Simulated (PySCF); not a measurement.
Compound: C₇H₁₃NSi.
Atom-mapped SMILES: `[CH:1]#[C:2][C@@H:3]1[CH2:4][Si@@H:5]([NH2:6])[CH2:7][C@@H:8]1[CH3:9]` (hydrogens: H10 on C1; H11 on C3; H12, H13 on C4; H14 on Si5; H15, H16 on N6; H17, H18 on C7; H19 on C8; H20, H21, H22 on C9)

The same species was optimised twice, with GFN2-xTB and with PBE0-D3(BJ)/def2-SVP (PySCF), and the same property calculations (PySCF, gas phase) were run on both structures.

```
   coordinate  GFN2-xTB  PBE0-D3(BJ)/def2-SVP  change
    C1≡C2 (Å)     1.197                 1.212  +0.015
   Si5–N6 (Å)     1.728                 1.742  +0.014
    C3–C8 (Å)     1.543                 1.555  +0.012
    C2–C3 (Å)     1.448                 1.458  +0.010
    C3–C4 (Å)     1.539                 1.548  +0.009
    C7–C8 (Å)     1.531                 1.541  +0.010
   C4–Si5 (Å)     1.900                 1.892  -0.008
   Si5–C7 (Å)     1.900                 1.894  -0.006
    C8–C9 (Å)     1.525                 1.523  -0.002
 C2–C3–C4 (°)     111.5                 113.3    +1.8
C4–Si5–C7 (°)      94.5                  96.0    +1.5
C4–Si5–N6 (°)     109.3                 110.7    +1.4
C3–C4–Si5 (°)     103.8                 102.6    -1.2
N6–Si5–C7 (°)     109.0                 110.2    +1.2
 C2–C3–C8 (°)     112.5                 113.5    +1.0
 C7–C8–C9 (°)     110.8                 111.6    +0.8
 C3–C8–C9 (°)     111.7                 112.4    +0.7
```

Rotational constants: A = 2503, B = 947.1, C = 791.4 MHz (GFN2-xTB) against A = 2435, B = 935.4, C = 777.3 MHz (PBE0-D3(BJ)/def2-SVP). Point groups within 0.08 Å: C1 and C1.

On the GFN2-xTB structure: HOMO (eV) -7.24 [PBE0/pcSseg-1]; LUMO (eV) 0.93 [PBE0/pcSseg-1]; dipole (D) 1.83 [PBE0/pcSseg-1]; GIAO shielding of C1 (ppm) 110.1 [PBE0/pcSseg-1]; GIAO shielding of C2 (ppm) 93.1 [PBE0/pcSseg-1]; GIAO shielding of C3 (ppm) 150.9 [PBE0/pcSseg-1]; GIAO shielding of C4 (ppm) 166.2 [PBE0/pcSseg-1]; GIAO shielding of Si5 (ppm) 346.5 [PBE0/pcSseg-1]; GIAO shielding of N6 (ppm) 253.2 [PBE0/pcSseg-1]; GIAO shielding of C7 (ppm) 162.7 [PBE0/pcSseg-1]; GIAO shielding of C8 (ppm) 144.5 [PBE0/pcSseg-1].

Problem. What do these properties become on the PBE0-D3(BJ)/def2-SVP structure?

Solution. 
| property | level | on GFN2-xTB | on PBE0-D3(BJ)/def2-SVP | change |
| --- | --- | --- | --- | --- |
| HOMO (eV) | PBE0/pcSseg-1 | -7.24 | -7.21 | +0.03 |
| LUMO (eV) | PBE0/pcSseg-1 | 0.93 | 0.92 | -0.01 |
| dipole (D) | PBE0/pcSseg-1 | 1.83 | 1.69 | -0.14 |
| energy, GFN2-xTB geometry as zero (kcal/mol) | PBE0/pcSseg-1 | 0.0 | -1.3 | -1.3 |
| GIAO shielding of C1 (ppm) | PBE0/pcSseg-1 | 110.1 | 108.4 | -1.7 |
| GIAO shielding of C2 (ppm) | PBE0/pcSseg-1 | 93.1 | 93.0 | -0.1 |
| GIAO shielding of C3 (ppm) | PBE0/pcSseg-1 | 150.9 | 148.4 | -2.5 |
| GIAO shielding of C4 (ppm) | PBE0/pcSseg-1 | 166.2 | 165.9 | -0.3 |
| GIAO shielding of Si5 (ppm) | PBE0/pcSseg-1 | 346.5 | 345.4 | -1.1 |
| GIAO shielding of N6 (ppm) | PBE0/pcSseg-1 | 253.2 | 250.0 | -3.2 |
| GIAO shielding of C7 (ppm) | PBE0/pcSseg-1 | 162.7 | 161.8 | -0.9 |
| GIAO shielding of C8 (ppm) | PBE0/pcSseg-1 | 144.5 | 143.1 | -1.4 |

The heavy atoms differ by 0.050 Å rms after alignment. Among bonds between heavy atoms C1≡C2 and Si5–N6 change most and about equally (+0.014 to +0.015 Å). Changes are differences of the printed values. Neither structure is proved a minimum here.
